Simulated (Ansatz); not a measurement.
Species: C₂H₇ClSi₂, charge 0, multiplicity 1. 
Structure (B3LYP-D3(BJ)/def2-TZVP (Ansatz, a program for electronic structure) minimum search):
SMILES: C=C[SiH2][SiH2]Cl
```xyz
12

C     -3.1280     0.4618    -0.0070
C     -1.9262     0.3177    -0.5623
Si    -0.8021    -1.1309    -0.2418
Si     1.1438    -0.3708     0.8236
Cl     1.9558     1.1354    -0.3658
H     -3.5450    -0.2844     0.6609
H     -3.7496     1.3307    -0.1961
H     -1.5643     1.1043    -1.2200
H     -1.4954    -2.1191     0.6227
H     -0.3944    -1.7872    -1.5089
H      0.8621     0.2210     2.1512
H      2.1781    -1.4193     0.9788
```
Charge 0, spin multiplicity 1.

Property: atomisation energy (electronic, to ground-state atoms), in kJ/mol. Cores are frozen in the correlated levels unless marked. Open shells are spin-unrestricted. Spin-orbit coupling is left out. No relativistic terms. The coupled-cluster limit lacks core correlation, which all-electron functionals hold. CBS(X,Y): correlation extrapolated as X^-3; Hartree-Fock from the larger set.

| level | program | atomisation energy (kJ/mol) | minus last row |
|---|---|---|---|
| HF/STO-3G | Ansatz | 4118.7 | -67.7 |
| HF/6-31G | Ansatz | 2785.1 | -1401.3 |
| SVWN5/def2-TZVPD | Ansatz | 4671.2 | 484.8 |
| PBE-D3(BJ)/def2-TZVPD | Ansatz + dftd3 | 4209.4 | 23.0 |
| PBE-D4/def2-TZVPD | Ansatz + dftd4 | 4208.8 | 22.4 |
| revPBE/def2-TZVPD | Ansatz | 4052.5 | -133.9 |
| B3LYP/def2-TZVPD | Ansatz | 4122.7 | -63.7 |
| PBE0-D3(BJ)/def2-TZVP | Ansatz + dftd3 | 4175.9 | -10.5 |
| PBE0-D4/def2-TZVPD | Ansatz + dftd4 | 4174.8 | -11.6 |
| r2SCANh-D4/def2-TZVPD | Ansatz + dftd4 | 4169.7 | -16.7 |
| B2GP-PLYP-D4/def2-TZVPD | Ansatz + dftd4 | 4117.7 | -68.7 |
| B2PLYP/def2-TZVPD | Ansatz | 4107.5 | -78.9 |
| MP2/cc-pV(D+d)Z | Ansatz | 3876.4 | -310.0 |
| SCS-MP2/6-31G* | Ansatz | 3739.8 | -446.6 |
| SCS-MP2/aug-cc-pV(Q+d)Z | Ansatz | 4189.1 | 2.7 |
| CCSD/6-31G* | Ansatz | 3708.9 | -477.5 |
| CCSD/aug-cc-pV(D+d)Z | Ansatz | 3844.4 | -342.0 |
| CCSD/cc-pV(D+d)Z | Ansatz | 3808.5 | -377.9 |
| CCSD/cc-pV(Q+d)Z | Ansatz | 4082.0 | -104.4 |
| CCSD(T)/6-31G* | Ansatz | 3746.5 | -439.9 |
| CCSD(T)/CBS(aug-cc-pV(T+d)Z,aug-cc-pV(Q+d)Z) | Ansatz | 4186.4 | 0.0 |
